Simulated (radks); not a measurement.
Values are calculated unless marked as measured or tabulated.
How relativity changes the ionisation of neutral thulium ([Xe] 4f13 6s2) to Tm+ ([Xe] 4f13 6s1). Spin-unpolarised spherical Kohn-Sham, LDA (Slater exchange, Perdew-Wang correlation), point nucleus unless stated (finite: rms radius 5.2256 fm), a radial shooting solver on a logarithmic mesh with Libxc functionals. A level marked "c x" has the speed of light scaled by that factor and shares open shells by 2j + 1; other Dirac levels either fill j = l - 1/2 first or share by 2j + 1.

level,E(Tm) (hartree),E(Tm+) (hartree),IE (eV),HOMO,<r> HOMO (bohr)
non-rel.,-12936.7574,-12936.5313,6.151,6s,4.224
scalar-rel.,-13559.0267,-13558.7813,6.676,4f,0.8110
"scalar-rel., finite nucleus",-13557.5691,-13557.3238,6.675,4f,0.8110
"Dirac, 2j+1 shares",-13573.6976,-13573.4521,6.680,4f7/2,0.8232
"Dirac, low j first",-13573.7164,-13573.4710,6.679,4f7/2,0.8239
"Dirac, 2j+1 shares, finite nucleus",-13572.2291,-13571.9837,6.679,4f7/2,0.8232
"Dirac, c x 1.5",-13199.0303,-13198.7969,6.350,6s1/2,4.099
"Dirac, c x 10",-12942.3509,-12942.1248,6.155,6s1/2,4.222
"Dirac, c x 100",-12936.8132,-12936.5872,6.151,6s1/2,4.224

NIST Atomic Spectra Database: 6.184 eV (measured). The relativistic part of the total energy of Tm is -635.5 hartree (Dirac, 2j+1 shares, finite nucleus), 4.9 % of the non-relativistic value. Spin polarisation and multiplet splitting of open shells are left out at every level.

Beside tabulated values, note that relativity, absent from the non-relativistic runs, is large for the heavy elements, and spin-unpolarised runs miss the spin-polarisation part of the exchange energy of open shells.
